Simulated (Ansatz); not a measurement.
`N[SiH2][SiH2]CO` + `B[NH][GeH3]` → `BN[SiH2]CO` + `N[SiH2][GeH3]`  (redistribution)

Program: Ansatz. Geometries: PBE0-D4/def2-TZVP. ΔE: electronic, gas phase. CBS: MP2 limit from def2 TZ/QZ plus the TZ coupled-cluster correction, frozen cores. DFT in def2-TZVPP. B3LYP here is the variant with VWN-RPA as its local correlation; programs differ in this. For Ge outer-core shells are correlated without core-valence functions, which leaves a few kJ/mol of doubt a bond. Scalar relativity is left out up to krypton. One conformer a species, not always the lowest.

`N[SiH2][SiH2]CO`:

```xyz
14

N    -0.752   -1.944   -2.041
Si   -0.148   -1.416   -0.509
Si   -0.286    0.898   -0.109
C     0.266    1.359    1.651
O     1.609    0.965    1.909
H    -1.725   -1.802   -2.263
H    -0.181   -1.799   -2.859
H     1.275   -1.841   -0.435
H    -0.924   -2.107    0.560
H    -1.680    1.387   -0.341
H     0.601    1.635   -1.063
H    -0.353    0.826    2.378
H     0.115    2.430    1.843
H     2.181    1.409    1.278
```

`B[NH][GeH3]`:

Cartesian coordinates in Å:
```
B 1.433 0.657 -0.218
N 0.073 0.688 0.077
Ge -1.071 -0.771 0.125
H 1.953 -0.393 -0.471
H 2.062 1.678 -0.215
H -0.345 1.583 0.288
H -1.681 -0.886 1.532
H -0.224 -1.997 -0.221
H -2.200 -0.559 -0.898
```

`BN[SiH2]CO`:

Z-matrix (Å, degrees):
```
Si
N 1 1.749
C 1 1.886 2 112.1
H 1 1.489 2 109.8 3 -119.0
H 1 1.486 2 107.8 3 121.9
B 2 1.398 1 124.8 3 70.9
H 2 1.010 1 117.4 3 -107.7
O 3 1.423 1 111.0 2 -172.6
H 3 1.093 1 110.2 2 69.8
H 3 1.099 1 110.8 2 -47.7
H 6 1.201 2 118.4 1 1.7
H 6 1.197 2 120.4 1 -178.4
H 8 0.961 3 108.4 1 61.7
```

`N[SiH2][GeH3]`:

Z-matrix (Å, degrees):
```
Si
Ge 1 2.379
N 1 1.723 2 108.4
H 1 1.496 2 107.9 3 -126.0
H 1 1.487 2 110.7 3 117.5
H 2 1.539 1 111.0 3 173.1
H 2 1.542 1 110.4 3 53.9
H 2 1.538 1 111.7 3 -65.9
H 3 1.008 1 119.6 2 166.2
H 3 1.007 1 119.8 2 -51.1
```

```json
{"level": "r2SCAN-D4", "ΔE (kJ/mol)": "-63.6", "difference from CCSD(T)/CBS": "0.7"}
{"level": "B2PLYP", "ΔE (kJ/mol)": "-63.7", "difference from CCSD(T)/CBS": "0.6"}
{"level": "B3LYP", "ΔE (kJ/mol)": "-64.1", "difference from CCSD(T)/CBS": "0.2"}
{"level": "MP2/def2-TZVPP", "ΔE (kJ/mol)": "-63.3", "difference from CCSD(T)/CBS": "1.0"}
{"level": "SCS-MP2/def2-TZVPP", "ΔE (kJ/mol)": "-61.4", "difference from CCSD(T)/CBS": "2.9"}
{"level": "CCSD/def2-TZVPP", "ΔE (kJ/mol)": "-61.8", "difference from CCSD(T)/CBS": "2.5"}
{"level": "MP2/def2-QZVPP", "ΔE (kJ/mol)": "-66.0", "difference from CCSD(T)/CBS": "-1.7"}
{"level": "HF/CBS(def2)", "ΔE (kJ/mol)": "-67.2", "difference from CCSD(T)/CBS": "-2.9"}
{"level": "MP2/CBS(def2)", "ΔE (kJ/mol)": "-67.6", "difference from CCSD(T)/CBS": "-3.3"}
{"level": "CCSD/CBS(def2)", "ΔE (kJ/mol)": "-66.0", "difference from CCSD(T)/CBS": "-1.7"}
{"level": "CCSD(T)/CBS", "ΔE (kJ/mol)": "-64.3", "difference from CCSD(T)/CBS": "0"}
```

Largest T1 diagnostic among the species: 0.013.

From PBE to PBE0 (25 % exact exchange), in def2-TZVPP and without D4, ΔE moves by −3.7 kJ/mol. In def2-TZVPP, CCSD(T) changes the Hartree–Fock value by +6.4 kJ/mol (the triples alone add +1.8 kJ/mol) and MP2 by +3.1 kJ/mol.
